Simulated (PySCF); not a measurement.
A structure optimised at PBE-D3(BJ)/def2-SVP, used in a PySCF frequency run:

```
O
Si 1 1.6934
H 2 1.5027 1 105.22
H 2 1.5070 3 109.68 1 -120.73
H 2 1.5080 3 109.68 4 -118.90
Te 1 2.0498 2 117.63 3 -179.74
Ge 6 2.5888 1 93.01 2 -93.50
H 7 1.5491 6 109.96 1 -63.47
H 7 1.5492 8 110.19 6 -120.58
H 7 1.5520 8 110.47 9 -122.49
```

Question: Write its SMILES and formula.

Answer: [SiH3]O[Te][GeH3], GeH6OSiTe

Question: What are its rotational constants (standard atomic weights)?

Answer: 2.1272, 1.0187, 0.72514 GHz
